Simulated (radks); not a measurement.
Q: Radial electron density D(r) = 4 pi r^2 rho(r) of an atom or ion with 35 electrons. Method: non-relativistic Kohn-Sham, PBE, spin-unpolarised, spherical densities, point nucleus; computed with a radial shooting solver on a logarithmic mesh with Libxc functionals.

| r (bohr) | D(r) (e/bohr) |
|---|---|
| 0.00382 | 4.493 |
| 0.005095 | 7.292 |
| 0.006795 | 11.48 |
| 0.009063 | 17.35 |
| 0.01209 | 24.86 |
| 0.01599 | 32.97 |
| 0.02133 | 40.29 |
| 0.02845 | 44.02 |
| 0.03795 | 42.58 |
| 0.05062 | 38.13 |
| 0.06751 | 37.00 |
| 0.09004 | 43.71 |
| 0.1201 | 52.22 |
| 0.1602 | 49.72 |
| 0.2136 | 36.42 |
| 0.2849 | 30.01 |
| 0.38 | 35.57 |
| 0.5069 | 34.65 |
| 0.676 | 20.97 |
| 0.9017 | 9.036 |
| 1.203 | 5.552 |
| 1.591 | 4.646 |
| 2.122 | 2.689 |
| 2.831 | 0.9934 |
| 3.775 | 0.3112 |
| 5.035 | 0.1074 |
| 6.716 | 0.02956 |
| 8.958 | 0.004181 |
| 11.95 | 0.0002186 |

What is the nuclear charge?

A: Z = 36. The innermost maximum, from 1s, lies near 1/Z = 0.0278 bohr (found: 0.0303), and its height grows with Z. The density is that of the krypton ion Kr+ in [Ar] 3d10 4s2 4p4 4d1; the configuration itself is not fixed sharply by these data, and Z only to about a unit. D(r) has 3 maxima, at r = 0.0303, 0.132, 0.435 bohr, and minima at 0.0618, 0.278 bohr, inside which lie 2.08, 11.11 electrons.
